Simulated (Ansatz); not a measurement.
CuSNH4⁺, that is Cu(NH3)(SH) with one electron fewer. Charge 1, multiplicity 2. Geometry r2SCAN-D4/def2-TZVP; atoms count from 1.

```xyz
7

Cu    0.5836    0.1411    0.2911
N    -1.2939   -0.1813   -0.1070
H    -1.8987    0.0130    0.6904
H    -1.4703   -1.1489   -0.3763
H    -1.6315    0.3972   -0.8760
S     2.5899    0.5079    0.8004
H     3.1210    0.2711   -0.4226
```

No other spin state of charge 1 was run.

(1) Estimate the Mulliken populations from the PBE0/def2-TZVP orbitals of Ansatz.

(2) Where does the spin sit?

(3) And the Mayer bond orders between bonded heavy atoms (over 0.3)?

## Answers

(1) 
```csv
atom,charge (e),spin (α − β),d electrons
Cu1,0.27,0.14,9.72
N2,-0.54,-0.01,–
H3,0.32,0.00,–
H4,0.31,0.00,–
H5,0.31,0.00,–
S6,0.09,0.88,–
H7,0.24,-0.02,–
```
Mulliken values and Mayer orders depend strongly on the basis.

(2) Summed by element: Cu 0.14, N -0.01, H -0.02, S 0.88, of 1 unpaired in all. Largest on single atoms: S6 0.88, Cu1 0.14, H7 -0.02.

(3) Cu1–N2 0.62 (1.95 Å); Cu1–S6 1.10 (2.10 Å).
